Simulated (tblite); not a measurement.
Species: C3H8F3NSi2.
Bonds: F1–C2, C2–F3, C2–C4 (double), C4–F5, C4–C6, C6–Si7, Si7–N8, N8–Si9. Hydrogens: H10, H11 on C6; H12, H13 on Si7; H14 on N8; H15, H16, H17 on Si9.

Structure optimised with GFN2-xTB, isolated species.

Task: What internal coordinates does the optimisation give?

Result: 
| bond | length (Å) | order |
| --- | --- | --- |
| F1–C2 | 1.335 | single |
| C2–F3 | 1.331 | single |
| C2=C4 | 1.327 | double |
| C4–F5 | 1.354 | single |
| C4–C6 | 1.473 | single |
| C6–Si7 | 1.924 | single |
| Si7–N8 | 1.719 | single |
| N8–Si9 | 1.741 | single |
| C6–H10, C6–H11 | 1.087 | single |
| Si7–H12, Si7–H13 | 1.465 | single |
| N8–H14 | 1.008 | single |
| Si9–H15, Si9–H16, Si9–H17 | 1.463 | single |

Bonds in one row agree within 0.01 Å and their mean is given. Orders are formal, as drawn. A selection of angles:
| angle | degrees |
| --- | --- |
| F1–C2–F3 | 110.7 |
| F1–C2–C4 | 122.7 |
| F3–C2–C4 | 126.6 |
| C2–C4–F5 | 117.7 |
| C2–C4–C6 | 126.6 |
| F5–C4–C6 | 115.7 |
| C4–C6–Si7 | 111.2 |
| C6–Si7–N8 | 106.9 |
| Si7–N8–Si9 | 128.3 |
| H14–N8–Si7 | 115.9 |
| H14–N8–Si9 | 114.4 |

Dihedral angles: F1–C2–C4–F5 180° (antiperiplanar); C2–C4–C6–Si7 -100° (anticlinal); C4–C6–Si7–N8 -62° (synclinal); C6–Si7–N8–Si9 -176° (antiperiplanar). The mirror-image conformer, all signs reversed, is as good.

Si7 (SiH2 silicon) is distorted tetrahedral (angles from 106.9° to 113.5°). The N–Si distances run from 1.719 Å (Si7–N8, drawn single) to 1.741 Å (N8–Si9, drawn single), a spread of 0.022 Å. The C–F distances run from 1.331 Å (C2–F3, drawn single) to 1.354 Å (C4–F5, drawn single), a spread of 0.023 Å. Si9 (SiH3 silicon) is distorted tetrahedral (angles from 105.5° to 113.0°). N8 (nitrogen bridging silicon atoms) is almost planar (angles 128.3°, 115.9° and 114.4°, sum 358.6°, 0.10 Å off the plane of its three neighbours). Of the pairs four or more bonds apart, F5···H14 is among the closest relative to their van der Waals radii: 2.43 Å, 91 % of the sum of Bondi's values. The 2 C–C bonds span 1.327 Å (C2=C4, drawn double) to 1.473 Å (C4–C6, drawn single), a spread of 0.146 Å.

Point group: C1 (no symmetry element, even within 0.4 Å). Its GFN2-xTB frequencies are all real (lowest 20 cm⁻¹). The numbers are those of one conformer. 3 starts were optimised and ended at 0.00, 0.64 and 0.96 kcal/mol (GFN2-xTB); the lowest of these is shown.

On one thread of an Arm Neoverse N1, shared host with 64 logical CPUs at a one-minute load of 58, this took 2.7 s of wall time. That covers the optimisation of the geometry.

These are computed values.
